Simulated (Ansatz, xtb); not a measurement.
**Two isomers of C2H7AlO2**

Structure X is `C[O][Al]([CH3])[OH]`, a singlet and structure Y is `CC[O][AlH][OH]`, a singlet. Both are isolated molecules in the gas phase, relaxed with PBE0-D3(BJ)/def2-SVP; the shapes shown needn't be the lowest conformers.

X (Å):

```xyz
12

C     0.1156   -0.5846   -1.5538
C    -0.5531    3.0165    1.0859
Al   -0.9806    1.2520    0.4201
O    -0.0116    0.5631   -0.7924
O    -2.3181    0.4157    1.0657
H     0.0501   -0.3534   -2.6329
H    -0.6622   -1.3431   -1.3350
H     1.0964   -1.0658   -1.3848
H    -1.3391    3.4001    1.7535
H     0.3930    3.0000    1.6514
H    -0.4185    3.7322    0.2594
H    -2.6224   -0.4598    0.8255
```

Y (Å):

```xyz
12

C     0.5221    0.4162   -1.4275
C     0.2259    0.2468    0.0489
Al   -1.7466    2.0626    1.1326
O    -1.0456    0.7192    0.3697
O    -3.4373    2.1930    1.1703
H    -0.2367   -0.1019   -2.0334
H     0.5108    1.4816   -1.7075
H     1.5112    0.0050   -1.6824
H     1.0092    0.7587    0.6435
H     0.2857   -0.8247    0.3158
H    -0.9016    3.1980    1.8198
H    -4.0495    1.5608    0.7907
```

Question: Which of the two would you expect CCSD(T)/def2-SVP + ΔMP2/def2-TZVPP electronic energies to favour?

Answer: Structure X; the calculation gives E(Y) − E(X) = +7.1 kcal/mol.

How the difference moves with the method:

| level | geometry | E(Y) − E(X) (kcal/mol) | departure from the last row (kcal/mol) | job, with rough time for the two |
| --- | --- | --- | --- | --- |
| PBE0-D3(BJ)/def2-SVP | PBE0-D3(BJ)/def2-SVP | +6.3 | −0.8 | optimisation, 5.5 min |
| HF/def2-SVP | PBE0-D3(BJ)/def2-SVP | +5.0 | −2.1 | part of the CCSD(T) run |
| MP2/def2-SVP | PBE0-D3(BJ)/def2-SVP | +5.0 | −2.1 | part of the CCSD(T) run |
| CCSD(T)/def2-SVP | PBE0-D3(BJ)/def2-SVP | +4.4 | −2.6 | single point |
| CCSD(T)/def2-SVP + ΔMP2/def2-TZVPP | PBE0-D3(BJ)/def2-SVP | +7.1 |  | single point, 57 s |

As drawn, Y has 1 C–C, 1 Al–H in place of 1 C–Al, 1 C–H.

The levels shown agree on the order. The largest departure from CCSD(T)/def2-SVP + ΔMP2/def2-TZVPP is that of CCSD(T)/def2-SVP, 2.6 kcal/mol. A small imaginary or near-zero mode remains, so no thermal terms are given. Levels run at GFN2-xTB geometries aren't shown. The last row adds to CCSD(T) the change of the MP2 difference between the two basis sets, here +2.6 kcal/mol.

The correlated steps freeze 9 core orbitals. Run with Ansatz 0.2.0; the last row on 2 threads of Intel(R) Xeon(R) Processor @ 2.50GHz (Skylake/Cascade Lake) on a shared host.
